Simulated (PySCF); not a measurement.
Input file for PySCF: R-HF/STO-3G on CH6OSi (SMILES CO[SiH3]).

```python
from pyscf import gto, scf, dft, mp
from pyscf.data.elements import chemcore

mol = gto.M(
    atom='''
    C    -1.60499921   -0.46731866    0.32158920
    O    -0.54918887    0.46505002    0.15077355
    Si    0.94893255    0.03995944   -0.38285255
    H    -2.47913620    0.07432788    0.68159089
    H    -1.85976373   -0.95630010   -0.62414064
    H    -1.34128781   -1.23402990    1.05663676
    H     1.55544454   -0.98859677    0.50002711
    H     1.76148469    1.27186550   -0.37186646
    H     0.88091752   -0.52096294   -1.75675984
    ''',
    basis='sto-3g',
    charge=0, spin=0, verbose=3, max_memory=1800)
mf = scf.RHF(mol)
mf.conv_tol = 1e-8
mf.max_cycle = 100
mf.kernel()
if not mf.converged:
    mf = mf.newton().run(mf.mo_coeff, mf.mo_occ)
```

The log:

```
converged SCF energy = -400.345638056278
```

Self-consistency was reached.

Cost: about 0.24 core-seconds (a rough figure).
